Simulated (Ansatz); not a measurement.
Cost and result up the ladder for B12N12H32, a nanocrystal cut from zinc blende BN (hydrogen-capped) (56 atoms). The state is a singlet with charge 0. Geometry: PBE-D4/def2-SVP.

Cartesian coordinates in Å:
```
N 2.6247 1.0080 1.1802
N 0.0161 2.5495 -1.9207
N -0.5612 -0.2230 -2.6534
N 2.1427 -1.4438 0.5979
N 0.5894 -2.0235 -1.2769
N 1.0688 0.4274 -0.7701
N 0.1695 1.4209 1.4078
N -1.4664 0.8805 -0.5045
N -0.3626 -1.0203 0.8634
N 1.2431 -0.3897 2.7570
N -1.9092 -1.5863 -1.1152
N -2.8628 -0.3627 1.3648
B 1.3514 1.8709 -1.3686
B 2.3808 -0.0323 -0.0263
B 1.4540 1.0693 2.2219
B 0.8202 -0.6124 -1.9181
B -1.3209 2.3715 -1.0458
B -1.8071 -0.0917 -1.6650
B 1.9198 -2.5215 -0.5526
B 0.9506 -1.4790 1.6058
B -0.6171 -2.0661 -0.2779
B -0.1604 0.4089 0.2219
B -2.6871 0.9895 0.5131
B -1.5387 -1.0524 1.9299
H 3.5356 0.8361 1.6245
H 2.7068 1.9282 0.7113
H 0.1960 3.5620 -1.9198
H -0.1389 2.3529 -2.9186
H -0.7562 -0.9341 -3.3727
H -0.4395 0.6287 -3.2097
H 3.0008 -1.7670 1.0633
H 0.4560 -2.7261 -2.0166
H 0.2147 2.3631 0.9838
H -0.6767 1.4616 2.0009
H 2.0157 -0.7014 3.3591
H 0.3943 -0.4111 3.3507
H -2.0479 -2.2406 -1.8987
H -2.7608 -1.7188 -0.5612
H -3.4897 -1.0371 0.9057
H -3.4065 -0.0820 2.1913
H 2.1942 1.8195 -2.2605
H 1.7240 2.6682 -0.4830
H 3.3711 -0.0082 -0.7483
H 1.6781 1.8710 3.1288
H 1.7142 -0.6298 -2.7563
H -2.2890 2.6885 -1.7343
H -1.1741 3.1594 -0.1020
H -2.8221 0.2122 -2.2851
H 2.8630 -2.4988 -1.3435
H 1.7391 -3.6356 -0.0608
H 0.8351 -2.5734 2.1458
H -0.8257 -3.1986 0.1420
H -2.4602 1.8585 1.3653
H -3.7383 1.2222 -0.0807
H -1.2674 -0.3572 2.9308
H -1.7834 -2.2041 2.2796
```

Ansatz on 2 threads of AMD EPYC 7R13 on a shared host and a share (18 GiB) of an NVIDIA H100 80GB HBM3. Times are rough, and most runs start from the orbitals of an earlier one. PBE0-D4/def2-TZVP serves as the yardstick here, not as an exact answer. Differences are given only for rows in sets of like size (and for xTB, whose basis is part of the method), since another set adds its own error. Binding counts from free atoms at the same level (N quartet, B doublet, H doublet; other spins of the atoms weren't run), without zero-point energy or a counterpoise term.

Single mean-field runs in def2-SVP, def2-TZVP are fitted with def2-universal-jkfit.

```
                          level  functions  wall time  binding energy per atom (eV)  difference from PBE0-D4/def2-TZVP (eV)
                PBE-D4/def2-SVP        496      4.9 s                          4.32                                       –
               PBE0-D4/def2-SVP        496        6 s                          4.25                                       –
               PBE-D4/def2-TZVP        936      7.5 s                          4.25                                    0.06
            r2SCAN-D4/def2-TZVP        936       10 s                          4.16                                   -0.03
PBE0-D4/def2-TZVP (with forces)        936       11 s                          4.19                                    0.00
```
